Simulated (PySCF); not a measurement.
InP: everyday levels beside a composite calculation

PySCF; the state is a triplet (π ↑↑). The composite is CCSD(T) extrapolated to the basis-set limit from two correlation-consistent sets, with core-valence (CV) and scalar-relativistic (SR) terms as its label shows; it has no spin–orbit coupling and nothing beyond (T). Here it is CCSD(T)/CBS(DT). It gives Re = 2.640 Å, ωe = 258 cm⁻¹ and De = 1.87 eV to In + P.

```tsv
level	basis	relativity	Re (Å)	ωe (cm⁻¹)	De (eV)
UHF-CCSD	def2-TZVPPD	scalar-relativistic core potentials	2.638	260	1.65
UHF-CCSD(T)	def2-TZVPPD	scalar-relativistic core potentials	2.642	257	1.75
BP86	x2c-SVPall	spin-free X2C	2.672	249	2.11
r²SCAN	def2-SVPD	scalar-relativistic core potentials	2.668	256	1.96
M06-L	def2-SVPD	scalar-relativistic core potentials	2.692	249	2.14
TPSSh	def2-TZVPPD	scalar-relativistic core potentials	2.660	250	2.04
PBE0	def2-SVPD	scalar-relativistic core potentials	2.666	258	1.99
PBE0	def2-TZVPP	scalar-relativistic core potentials	2.644	256	1.98
BHandHLYP	def2-TZVPPD	scalar-relativistic core potentials	2.646	258	1.83
CAM-B3LYP	x2c-SVPall	spin-free X2C	2.630	265	1.87
```

Give the difference of each row from the composite.



```csv
level,basis,ΔRe (pm),Δωe (%),ΔDe (eV)
UHF-CCSD,def2-TZVPPD,-0.2,+0.8,-0.22
UHF-CCSD(T),def2-TZVPPD,+0.2,-0.4,-0.12
BP86,x2c-SVPall,+3.2,-3.5,+0.24
r²SCAN,def2-SVPD,+2.8,-0.8,+0.09
M06-L,def2-SVPD,+5.2,-3.5,+0.27
TPSSh,def2-TZVPPD,+2.0,-3.1,+0.17
PBE0,def2-SVPD,+2.6,+0.0,+0.12
PBE0,def2-TZVPP,+0.4,-0.8,+0.11
BHandHLYP,def2-TZVPPD,+0.6,+0.0,-0.04
CAM-B3LYP,x2c-SVPall,-1.0,+2.7,+0.00
```

Which rows come closest in De?

CAM-B3LYP in x2c-SVPall (+0.00 eV), counted from the composite.

Correlated steps freeze 9 core orbitals. Spin–orbit coupling is left out, which matters for elements this heavy, above all for dissociation energies. The state is the lowest determinant that a PBE0 search found; another state may lie lower at other levels.
